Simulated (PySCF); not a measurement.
# Computed properties of Si(H)(Cl)(Et)(NH2) (C₂H₈ClNSi), SMILES CC[SiH](Cl)N

Si(H)(Cl)(Et)(NH2) (C₂H₈ClNSi), SMILES CC[SiH](N)Cl. The structure is a stationary point at B3LYP-D3(BJ)/def2-SVP. The values are those of a single conformer. All values are computed for the isolated molecule unless a solvent is named; none is compared with measurement here.

**Structure.** All 33 harmonic modes at B3LYP-D3(BJ)/def2-SVP (PySCF) are real, so it is a minimum. With heavy atoms numbered as in [SiH:1]([NH2:2])([Cl:3])[CH2:4][CH3:5], the shortest bond between them is C4–C5 at 1.534 Å and the longest Si1–Cl3 at 2.108 Å.

**Vibrations.** The strongest infrared lines (harmonic, unscaled, degenerate partners summed) lie at 528 cm⁻¹ (178 km/mol, Si 49 %, Cl 28 %, H 14 %), 920 cm⁻¹ (135 km/mol, H 74 %, Si 13 %, N 12 %), 833 cm⁻¹ (131 km/mol, H 89 %, Si 9 %). The softest mode is at 73 cm⁻¹ and the zero-point energy is 64.0 kcal/mol.

**Electronic structure.** r2SCAN/def2-TZVP (PySCF) places the frontier levels at -6.70 and 0.47 eV, a gap of 7.17 eV, and gives a dipole moment of 2.04 D and a mean polarisability of 69.5 bohr³. PBE/def2-TZVP (PySCF) at the same geometry gives -6.38 and -0.16 eV, so its gap is 0.95 eV narrower. An orbital gap is neither the optical nor the fundamental gap.

**Excitations.** TDA-M06-2X/def2-SVPD (PySCF) has S1 at 7.04 eV (176 nm, f = 0.046, weak); the most intense of the 10 singlets computed lies at 8.13 eV (f = 0.05). T1 (TDA) is at 6.72 eV, 0.32 eV under S1. TDA-PBE/def2-SVPD (PySCF) puts S1 at 6.25 eV. No vertical singlet excitation falls in the visible range (under 3.1 eV).

**NMR.** GIAO shifts at B3LYP/pcSseg-1 (PySCF) (non-relativistic, atoms alike by connectivity averaged): ¹³C from 12.2 to 17.1 ppm against TMS; ¹H from 1.1 to 5.2 ppm against TMS; ²⁹Si at 4.2 ppm against TMS. Without spin–orbit terms, shifts of atoms bonded to Cl or Br come out too high.

**Solvation.** SMD-ωB97X/def2-SVP (PySCF) gives -1.4 kcal/mol in water, -4.9 kcal/mol in N,N-dimethylformamide, -5.6 kcal/mol in methanol (1 M in both phases, gas-phase geometry); of these solvents methanol holds the molecule best.
